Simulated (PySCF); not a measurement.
CH$_{4}$AlClOS, singlet, at a GFN2-xTB geometry (such geometries of metal compounds can be far from the true shape), with bond 5-4 at 2.4 times its length; PySCF with SA2-CASSCF(6,4)/6-31G.

Here is a job for PySCF.
```python
from pyscf import gto, scf, mcscf
import numpy

mol = gto.Mole()
mol.atom = '''
    Al   -0.06886217    0.06158581    0.05709731
    Cl   -1.72935969    1.05822104    0.66887095
    O    -0.04646070   -0.84689150   -1.31030184
    C     0.05780529   -1.63435824   -2.46378976
    H    -1.01282525   -3.98516875   -2.02624180
    H    -0.46757657   -1.14965725   -3.28934336
    H     1.10813424   -1.76347866   -2.73210353
    S     1.79847966    0.14815234    1.20726711
    H     1.29123556    0.94746917    2.13873353
'''
mol.basis = '6-31g'
mol.verbose = 4
mol.build()

mf = scf.RHF(mol)
mf.kernel()
mc = mcscf.CASSCF(mf, 4, 6)
mc.fix_spin_(ss=0.0)
mc = mc.state_average_([0.5, 0.5])
mc.kernel()
```

It wrote (shortened):

```
PySCF version 2.14.0

[INPUT] verbose = 4
[INPUT] num. atoms = 9
[INPUT] num. electrons = 64
[INPUT] charge = 0
[INPUT] spin (= nelec alpha-beta = 2S) = 0
[INPUT] symmetry False subgroup None
[INPUT] Mole.unit = angstrom
[INPUT] Symbol           X                Y                Z      unit          X                Y                Z       unit  Magmom
[INPUT]  1 Al    -0.068862170000   0.061585810000   0.057097310000 AA   -0.130130641643   0.116380314060   0.107898278349 Bohr   0.0
[INPUT]  2 Cl    -1.729359690000   1.058221040000   0.668870950000 AA   -3.268016184963   1.999747944852   1.263982908178 Bohr   0.0
[INPUT]  3 O     -0.046460700000  -0.846891500000  -1.310301840000 AA   -0.087797998556  -1.600392992222  -2.476111618114 Bohr   0.0
[INPUT]  4 C      0.057805290000  -1.634358240000  -2.463789760000 AA    0.109236166651  -3.088489463026  -4.655887874908 Bohr   0.0
[INPUT]  5 H     -1.012825250000  -3.985168750000  -2.026241800000 AA   -1.913962334544  -7.530877497675  -3.829042064146 Bohr   0.0
[INPUT]  6 H     -0.467576570000  -1.149657250000  -3.289343360000 AA   -0.883591659564  -2.172537339621  -6.215958080057 Bohr   0.0
[INPUT]  7 H      1.108134240000  -1.763478660000  -2.732103530000 AA    2.094070222853  -3.332491693915  -5.162927415657 Bohr   0.0
[INPUT]  8 S      1.798479660000   0.148152340000   1.207267110000 AA    3.398633998001   0.279967347313   2.281404197095 Bohr   0.0
[INPUT]  9 H      1.291235560000   0.947469170000   2.138733530000 AA    2.440081570699   1.790457242769   4.041620625124 Bohr   0.0

nuclear repulsion = 320.584390342545
number of shells = 39
number of NR pGTOs = 198
number of NR cGTOs = 65
basis = 6-31g
ecp = {}

******** <class 'pyscf.scf.hf.RHF'> ********
method = RHF
initial guess = minao
damping factor = 0
level_shift factor = 0
DIIS = <class 'pyscf.scf.diis.CDIIS'>
diis_start_cycle = 1
diis_space = 8
diis_damp = 0
SCF conv_tol = 1e-09
SCF conv_tol_grad = None
SCF max_cycles = 50
direct_scf = True
direct_scf_tol = 1e-13
Set gradient conv threshold to 3.16228e-05
Initial guess from minao.
init E= -1214.13943505415
  HOMO = -0.202694897792222  LUMO = -0.0827840319706228  gap/eV = 3.26294
cycle= 1 E= -1213.63616542294  delta_E= 0.503  |g|= 0.599  |ddm|= 2.75
  HOMO = -0.292385575269674  LUMO = -0.0391314228663096  gap/eV = 6.89140
cycle= 2 E= -1213.7184100903  delta_E= -0.0822  |g|= 0.383  |ddm|= 1.05
  HOMO = -0.291516345774745  LUMO = -0.00133636608853371  gap/eV = 7.89620
cycle= 3 E= -1213.75870388989  delta_E= -0.0403  |g|= 0.0543  |ddm|= 0.356
  HOMO = -0.301443050581927  LUMO = -0.00358110132146638  gap/eV = 8.10524
cycle= 4 E= -1213.75994984927  delta_E= -0.00125  |g|= 0.0184  |ddm|= 0.0918
  HOMO = -0.300966041969664  LUMO = -0.000452782114914951  gap/eV = 8.17738
cycle= 5 E= -1213.76008781092  delta_E= -0.000138  |g|= 0.00717  |ddm|= 0.0319
  HOMO = -0.300474555025183  LUMO = -0.000699968768354875  gap/eV = 8.15728
cycle= 6 E= -1213.76010973926  delta_E= -2.19e-05  |g|= 0.00194  |ddm|= 0.0118
  HOMO = -0.300243899085094  LUMO = -0.000498789075130901  gap/eV = 8.15648
cycle= 7 E= -1213.76011203239  delta_E= -2.29e-06  |g|= 0.00055  |ddm|= 0.00435
  HOMO = -0.300264942377684  LUMO = -0.000433146518056038  gap/eV = 8.15884
cycle= 8 E= -1213.76011232046  delta_E= -2.88e-07  |g|= 0.000141  |ddm|= 0.00173
  HOMO = -0.300258895197485  LUMO = -0.000423523240225654  gap/eV = 8.15894
cycle= 9 E= -1213.7601123371  delta_E= -1.66e-08  |g|= 3.29e-05  |ddm|= 0.000361
  HOMO = -0.300258669822881  LUMO = -0.00042243896392824  gap/eV = 8.15896
cycle= 10 E= -1213.76011233791  delta_E= -8.12e-10  |g|= 7.11e-06  |ddm|= 8.64e-05
  HOMO = -0.300258825734919  LUMO = -0.000422631888959524  gap/eV = 8.15896
Extra cycle  E= -1213.76011233793  delta_E= -2.59e-11  |g|= 2.97e-06  |ddm|= 1.52e-05
converged SCF energy = -1213.76011233793

******** <class 'pyscf.mcscf.addons.StateAverageCASSCF'> ********
CAS (3e+3e, 4o), ncore = 29, nvir = 32
max_cycle_macro = 50
max_cycle_micro = 4
conv_tol = 1e-07
conv_tol_grad = None
orbital rotation max_stepsize = 0.02
orbital rotation threshold for CI restart = 0.01
augmented hessian ah_max_cycle = 30
augmented hessian ah_conv_tol = 1e-12
augmented hessian ah_linear dependence = 1e-14
augmented hessian ah_level shift = 1e-08
augmented hessian ah_start_tol = 2.5
augmented hessian ah_start_cycle = 3
augmented hessian ah_grad_trust_region = 3
kf_trust_region = 3
kf_interval = 4
ci_response_space = 4
ci_grad_trust_region = 3
with_dep4 0
natorb = False
canonicalization = True
sorting_mo_energy = False
ao2mo_level = 2
internal_rotation = False
******** <class 'pyscf.mcscf.addons.StateAverageSpinPenaltyFCISolver'> ********
max. cycles = 50
conv_tol = 1e-08
davidson only = True
linear dependence = 1e-12
level shift = 0.001
max iter space = 12
nroots = 2
pspace_size = 400
spin = None
State-average over 2 states with weights [0.5, 0.5]
CASCI E = -1213.70833068237  S^2 = 0.0000000
Set conv_tol_grad to 0.000316228
macro iter   1 ( 21 JK    4 micro), CASSCF E = -1213.71763647885  dE = -9.30579648e-03  S^2 = 0.0000000
               |grad[o]|=0.087  |ddm|=0.0492  |maxRot[o]|=0.305
macro iter   2 ( 21 JK    4 micro), CASSCF E = -1213.72159688789  dE = -3.96040904e-03  S^2 = 0.0000000
               |grad[o]|=0.0332  |ddm|=0.0804  |maxRot[o]|=0.313
macro iter   3 ( 21 JK    4 micro), CASSCF E = -1213.72440439769  dE = -2.80750980e-03  S^2 = 0.0000000
               |grad[o]|=0.0249  |ddm|=0.0824  |maxRot[o]|=0.219
macro iter   4 ( 17 JK    4 micro), CASSCF E = -1213.72595632554  dE = -1.55192786e-03  S^2 = 0.0000000
               |grad[o]|=0.0222  |ddm|=0.0167  |maxRot[o]|=0.124
macro iter   5 ( 12 JK    3 micro), CASSCF E = -1213.72665500314  dE = -6.98677593e-04  S^2 = 0.0000000
               |grad[o]|=0.0131  |ddm|=0.00377  |maxRot[o]|=0.101
macro iter   6 ( 17 JK    4 micro), CASSCF E = -1213.72700172306  dE = -3.46719925e-04  S^2 = 0.0000000
               |grad[o]|=0.00807  |ddm|=0.00206  |maxRot[o]|=0.116
macro iter   7 (  7 JK    2 micro), CASSCF E = -1213.72712990682  dE = -1.28183757e-04  S^2 = 0.0000000
               |grad[o]|=0.00494  |ddm|=0.00102  |maxRot[o]|=0.0649
macro iter   8 (  7 JK    2 micro), CASSCF E = -1213.72717959351  dE = -4.96866880e-05  S^2 = 0.0000000
               |grad[o]|=0.00393  |ddm|=0.000609  |maxRot[o]|=0.0699
macro iter   9 (  7 JK    2 micro), CASSCF E = -1213.72720688953  dE = -2.72960222e-05  S^2 = 0.0000000
               |grad[o]|=0.00308  |ddm|=0.000289  |maxRot[o]|=0.0699
macro iter  10 (  7 JK    2 micro), CASSCF E = -1213.72723886088  dE = -3.19713511e-05  S^2 = 0.0000000
               |grad[o]|=0.00298  |ddm|=0.000538  |maxRot[o]|=0.0699
macro iter  11 (  7 JK    2 micro), CASSCF E = -1213.72727912249  dE = -4.02616092e-05  S^2 = 0.0000000
               |grad[o]|=0.00278  |ddm|=0.000821  |maxRot[o]|=0.0699
macro iter  12 (  7 JK    2 micro), CASSCF E = -1213.72733058567  dE = -5.14631790e-05  S^2 = 0.0000000
               |grad[o]|=0.00256  |ddm|=0.00112  |maxRot[o]|=0.0699
macro iter  13 ( 21 JK    4 micro), CASSCF E = -1213.72751646103  dE = -1.85875358e-04  S^2 = 0.0000000
               |grad[o]|=0.00246  |ddm|=0.00947  |maxRot[o]|=0.251
macro iter  14 ( 17 JK    4 micro), CASSCF E = -1213.72734176981  dE =  1.74691212e-04  S^2 = 0.0000000
               |grad[o]|=0.0081  |ddm|=0.00243  |maxRot[o]|=0.0779
macro iter  15 ( 21 JK    4 micro), CASSCF E = -1213.72734259279  dE = -8.22971970e-07  S^2 = 0.0000000
               |grad[o]|=0.00518  |ddm|=0.000286  |maxRot[o]|=0.0212
macro iter  16 (  7 JK    2 micro), CASSCF E = -1213.72742032344  dE = -7.77306573e-05  S^2 = 0.0000000
               |grad[o]|=0.0044  |ddm|=0.000731  |maxRot[o]|=0.0379
macro iter  17 ( 17 JK    4 micro), CASSCF E = -1213.72731279676  dE =  1.07526687e-04  S^2 = 0.0000000
               |grad[o]|=0.00354  |ddm|=0.00108  |maxRot[o]|=0.0897
macro iter  18 ( 21 JK    4 micro), CASSCF E = -1213.72732486052  dE = -1.20637599e-05  S^2 = 0.0000000
               |grad[o]|=0.00395  |ddm|=0.000116  |maxRot[o]|=0.0175
macro iter  19 (  7 JK    2 micro), CASSCF E = -1213.72737532574  dE = -5.04652271e-05  S^2 = 0.0000000
               |grad[o]|=0.00337  |ddm|=0.00027  |maxRot[o]|=0.0313
macro iter  20 (  7 JK    2 micro), CASSCF E = -1213.72745243874  dE = -7.71129965e-05  S^2 = 0.0000000
               |grad[o]|=0.00278  |ddm|=0.000826  |maxRot[o]|=0.048
macro iter  21 (  7 JK    2 micro), CASSCF E = -1213.72756159571  dE = -1.09156968e-04  S^2 = 0.0000000
               |grad[o]|=0.00223  |ddm|=0.00131  |maxRot[o]|=0.0579
macro iter  22 (  7 JK    2 micro), CASSCF E = -1213.72768655982  dE = -1.24964109e-04  S^2 = 0.0000000
               |grad[o]|=0.00186  |ddm|=0.0017  |maxRot[o]|=0.0636
macro iter  23 (  7 JK    2 micro), CASSCF E = -1213.72782119456  dE = -1.34634743e-04  S^2 = 0.0000000
               |grad[o]|=0.00222  |ddm|=0.00217  |maxRot[o]|=0.0667
macro iter  24 (  7 JK    2 micro), CASSCF E = -1213.72793626085  dE = -1.15066295e-04  S^2 = 0.0000000
               |grad[o]|=0.00274  |ddm|=0.00224  |maxRot[o]|=0.0683
macro iter  25 (  7 JK    2 micro), CASSCF E = -1213.72801274300  dE = -7.64821471e-05  S^2 = 0.0000000
               |grad[o]|=0.00258  |ddm|=0.00209  |maxRot[o]|=0.0691
macro iter  26 (  7 JK    2 micro), CASSCF E = -1213.72803726137  dE = -2.45183699e-05  S^2 = 0.0000000
               |grad[o]|=0.00154  |ddm|=0.00151  |maxRot[o]|=0.0628
macro iter  27 ( 11 JK    2 micro), CASSCF E = -1213.72803527710  dE =  1.98427210e-06  S^2 = 0.0000000
               |grad[o]|=0.000296  |ddm|=0.000195  |maxRot[o]|=0.0271
macro iter  28 ( 17 JK    4 micro), CASSCF E = -1213.72803701697  dE = -1.73987246e-06  S^2 = 0.0000000
               |grad[o]|=0.000427  |ddm|=9.41e-05  |maxRot[o]|=0.0209
macro iter  29 (  6 JK    1 micro), CASSCF E = -1213.72803761591  dE = -5.98936822e-07  S^2 = 0.0000000
               |grad[o]|=0.000106  |ddm|=6.1e-05  |maxRot[o]|=0.0179
macro iter  30 (  5 JK    1 micro), CASSCF E = -1213.72803762411  dE = -8.20182322e-09  S^2 = 0.0000000
               |grad[o]|=7.65e-05  |ddm|=6.48e-06  |maxRot[o]|=0.00207
1-step CASSCF converged in  30 macro (350 JK  81 micro) steps
CASSCF canonicalization
Density matrix diagonal elements [1.99626267 1.96530264 1.26424791 0.77418678]
CASSCF energy = -1213.72803762411
CASCI E = -1213.72803762411  E(CI) = -8.33014576748906  S^2 = 0.0000000
CASCI state-averaged energy = -1213.72803762411
CASCI energy for each state
  State 0 weight 0.5  E = -1213.84162579434 S^2 = 0.0000000
  State 1 weight 0.5  E = -1213.61444945388 S^2 = 0.0000000
```
